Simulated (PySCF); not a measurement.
FGe, SMILES [F][Ge] (connectivity only; charge and spin as stated), charge +1, multiplicity 1.

The structure is a stationary point at PBE0-D3(BJ)/def2-TZVPD. The multiplicity is an assumed one; other spin states were not compared.

All values below come from M06-2X/def2-TZVPD run with PySCF.

Isolated molecule, no solvent.

Computed frontier levels, gap, dipole moment and polarisability:
| Property | Result |
|---|---|
| highest occupied level | -18.89 eV |
| lowest empty level | -8.85 eV |
| orbital gap | 10.04 eV |
| dipole moment about the centre of nuclear charge | 2.93 D |
| mean static polarisability | 20.1 bohr³ (2.98 Å³) |
| polarisability, principal values | 19.2, 19.2, 21.9 bohr³ |
